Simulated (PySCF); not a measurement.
# Vertical excitation energies

Species: C₅H₅OP.
Numbering: `[CH2:1]=[CH:2][c:3]1[cH:4][o:5][cH:6][p:7]1` (hydrogens: H8, H9 on C1; H10 on C2; H11 on C4; H12 on C6)

Geometry (GFN2-xTB, Å), atoms numbered from 1 in this order:
```
atom  x, y, z in Å
C1    -2.230   -0.783    0.157
C2    -1.392    0.246    0.152
C3     0.042    0.118    0.002
C4     0.912    1.172   -0.003
O5     2.199    0.865   -0.152
C6     2.366   -0.458   -0.268
P7     0.950   -1.409   -0.202
H8    -1.869   -1.793    0.047
H9    -3.292   -0.656    0.271
H10   -1.757    1.259    0.263
H11    0.687    2.219    0.098
H12    3.385   -0.781   -0.392
```

Level of theory: TDDFT PBE0/def2-SVPD, vertical, gas phase, core orbitals frozen in the response in PySCF.

Predict the UV-vis stick spectrum at this level.

```json
{"state": "S1", "E (eV)": "4.69", "E (hartree)": "0.1724", "f": "0.055", "|μ| (D)": "1.76", "symmetry": "A′", "main configurations (H = HOMO, L = LUMO)": "H→L (88%)"}
{"state": "S2", "E (eV)": "5.29", "E (hartree)": "0.1944", "f": "0.030", "|μ| (D)": "1.22", "symmetry": "A′", "main configurations (H = HOMO, L = LUMO)": "H-1→L (70%), H-1→L+1 (27%)"}
{"state": "S3", "E (eV)": "5.60", "E (hartree)": "0.2058", "f": "0.030", "|μ| (D)": "1.18", "symmetry": "A′", "main configurations (H = HOMO, L = LUMO)": "H→L+1 (54%), H-1→L+1 (34%)"}
{"state": "S4", "E (eV)": "5.79", "E (hartree)": "0.2129", "f": "0.013", "|μ| (D)": "0.77", "symmetry": "A″", "main configurations (H = HOMO, L = LUMO)": "H-2→L (94%)"}
{"state": "S5", "E (eV)": "5.96", "E (hartree)": "0.2191", "f": "0.516", "|μ| (D)": "4.78", "symmetry": "A′", "main configurations (H = HOMO, L = LUMO)": "H→L+1 (39%), H-1→L+1 (28%), H-1→L (16%)"}
{"state": "S6", "E (eV)": "6.22", "E (hartree)": "0.2287", "f": "0.0000", "|μ| (D)": "0.01", "symmetry": "–", "main configurations (H = HOMO, L = LUMO)": "H-2→L+1 (92%)"}
{"state": "S7", "E (eV)": "6.32", "E (hartree)": "0.2322", "f": "0.0012", "|μ| (D)": "0.22", "symmetry": "–", "main configurations (H = HOMO, L = LUMO)": "H→L+2 (74%), H-1→L+2 (18%)"}
{"state": "S8", "E (eV)": "6.50", "E (hartree)": "0.2389", "f": "0.0028", "|μ| (D)": "0.34", "symmetry": "A″", "main configurations (H = HOMO, L = LUMO)": "H-1→L+2 (60%), H→L+2 (20%), H-1→L+3 (12%)"}
```

Triplets (Tamm–Dancoff): T1 3.24 eV, H-1→L (62%), H→L+1 (25%); T2 3.42 eV, H→L (50%), H→L+1 (36%); T3 4.20 eV, H→L+1 (34%), H→L (31%), H-1→L (29%).

The lowest singlet lies at 4.69 eV (264 nm, ultraviolet) and is of moderate strength; its leading configuration is HOMO→LUMO (88%). The strongest level in the table is S5 at 5.96 eV (208 nm, f = 0.516). Löwdin shares by element: HOMO carbon 71% or more (atoms not listed hold the other 29%); LUMO carbon 41% or more, phosphorus 35% (atoms not listed hold the other 23%). Orbital energies (eV): HOMO-3 -9.58, HOMO-2 -8.28, HOMO-1 -7.14, HOMO -6.80, LUMO -1.14, LUMO+1 -0.68, LUMO+2 0.73. The listed states span 1.81 eV, and the widest gap between neighbours is 0.60 eV (S1 to S2). Weighted by f, the mean energy of these states is 5.81 eV. Symmetry labels in Cs follow from the direction of the transition dipole and are given only for states with f of 0.002 or more. Singlets were solved by full linear response, triplets in the Tamm–Dancoff approximation.

One conformer stands for the species.
